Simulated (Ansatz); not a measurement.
Reaction (formal exchange of groups at the Si–Si bond): `C=C=C[SiH2][SiH3]` + `C[S][AlH][F]` → `C[S][Al]([F])[SiH3]` + `C=C=C[SiH3]`

Calculated with Ansatz (gas phase, PBE0-D4/def2-TZVP geometries, no zero-point term in ΔE). CCSD(T)/CBS is the MP2 limit (def2-TZVPP, def2-QZVPP) plus CCSD(T) − MP2 in def2-TZVPP, frozen cores. This one scheme is used for every species. Functionals use def2-TZVPP. B3LYP here is the variant with VWN-RPA as its local correlation; programs differ in this. One conformer a species, not always the lowest.

```csv
level,ΔE (kJ/mol)
B3LYP,-8.5
CCSD(T)/def2-TZVPP,-8.8
```

(1) What does CCSD(T)/CBS give? (An estimate is asked.)

Largest T1 diagnostic among the species: 0.013.

Answers

(1) Computed: -8.0 kJ/mol. The listed levels differ from it by -0.5, -0.8 kJ/mol.
